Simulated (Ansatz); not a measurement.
Computed with Ansatz on PBE0-D4/def2-TZVP structures; ΔE is electronic, products minus reactants. CCSD(T)/CBS is the MP2 limit (def2-TZVPP, def2-QZVPP) plus CCSD(T) − MP2 in def2-TZVPP, frozen cores. This one scheme is used for every species. DFT in def2-TZVPP. Elements past krypton have def2 core potentials. For Ge, I outer-core shells are correlated without core-valence functions, which leaves a few kJ/mol of doubt a bond. Scalar relativity is left out up to krypton.

Reaction (formal exchange of groups at a Ge–I bond): `[F][Ge]([F])([F])[I]` + `C#C` → `C#[C][Ge]([F])([F])[F]` + HI

`[F][Ge]([F])([F])[I]`:

Z-matrix (Å, degrees):
```
Ge
F 1 1.705
F 1 1.705 2 106.5
I 1 2.443 2 112.3 3 -123.3
F 1 1.705 2 106.5 3 113.3
```

`C#C`:

```xyz
4

C     0.526    0.227    0.172
C    -0.526   -0.227   -0.172
H     1.462    0.631    0.479
H    -1.462   -0.631   -0.479
```

`C#[C][Ge]([F])([F])[F]`:

Cartesian coordinates in Å:
```
C 1.035 -1.708 0.435
C 0.426 -0.703 0.179
Ge -0.515 0.851 -0.217
F 0.350 1.875 -1.267
F -0.865 1.762 1.178
F -2.006 0.523 -0.972
H 1.575 -2.599 0.663
```

HI:

```xyz
2

I     0.030   -0.789    0.156
H    -0.030    0.789   -0.156
```

CCSD(T)/CBS gives +55.1 kJ/mol.

Problem. Another level gave +59.9 kJ/mol. Which?
A. LC-ωPBE/def2-TZVPP
B. RPA@PBE/def2-TZVPP
C. r2SCANh-D4/def2-TZVPP
D. MP2/def2-TZVPP

Solution. C. r2SCANh-D4 59.9, LC-ωPBE 54.1, MP2/def2-TZVPP 49.7, RPA@PBE/def2-TZVPP 39.8 kJ/mol.

Largest T1 diagnostic among the species: 0.013.

From BLYP to BHLYP (50 % exact exchange), in def2-TZVPP and without D4, ΔE moves by −4.7 kJ/mol. Leaving LDA and LC-ωPBE aside and taking each functional with its dispersion term where it has one, the values, not all of them listed here, spread over 9.2 kJ/mol, from B97M-V to PBE-D4. LDA lies −3.8 kJ/mol from PBE without D4. At CCSD(T), def2-SVP lies −12.4 kJ/mol from the extrapolated value and def2-TZVPP −10.7 kJ/mol.
